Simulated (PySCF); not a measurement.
**How methods differ on the ionisation energy of Ca**

Ca [Ar] 4s2 (1S) → Ca+ [Ar] 4s1 (2S), as a difference of total energies. Calculation: PySCF 2.14, in x2c-TZVPall (6s5p3d, 36 functions); the spin-free X2C one-electron Hamiltonian (Gaussian nucleus). Correlated levels: valence: [Ar] frozen. The calculations carry no spin-orbit coupling.

```csv
method,ionisation energy (eV)
UHF,5.139
LDA,6.240
M06-2X,6.279
MP2 (valence),5.641
SCS-MP2 (valence),5.742
CCSD (valence),5.906
```

Errors of the correlated levels include the incompleteness of this basis and the frozen core.

With two correlated electrons CCSD is exact in that space.

Which method comes closest to the reference value, and which is furthest?

The reference is 6.113 eV (measured; NIST Atomic Spectra Database, ionization energies). Closest: LDA (error 0.127 eV); furthest: UHF (error -0.974 eV).
